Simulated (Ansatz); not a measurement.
C2H8OSSi can be A, `OCSC[SiH3]`, or B, `C[SiH](S)CO`.

Isolated molecules relaxed with PBE0-D4/def2-TZVP in Ansatz; ΔE leaves out vibrations. CBS: MP2 limit from def2 TZ/QZ plus the TZ coupled-cluster correction, frozen cores. Functionals use def2-TZVPP. B3LYP here is the variant with VWN-RPA as its local correlation; programs differ in this. Each species was taken in one conformer, which may not be the lowest.

**Question.** Which isomer does CCSD(T)/CBS put lower? Give the gap. (An estimate is asked.)

**Answer.** The calculation gave: B, by 134.5 kJ/mol.

**Question.** Give E(B) − E(A) in kJ/mol with ωB97M-V, B3LYP-D4, MP2/def2-TZVPP, B3LYP, CCSD/def2-TZVPP, B2PLYP, CCSD(T)/def2-TZVPP. (Estimate.)

**Answer.** Ansatz gave: ωB97M-V -137.1, B3LYP-D4 -133.1, MP2/def2-TZVPP -136.3, B3LYP -133.4, CCSD/def2-TZVPP -135.5, B2PLYP -134.1, CCSD(T)/def2-TZVPP -134.0. None reverses the order clearly.

Largest T1 diagnostic: 0.011.

From PBE to PBE0 (25 % exact exchange), in def2-TZVPP and without D4, E(B) − E(A) moves by −3.6 kJ/mol.
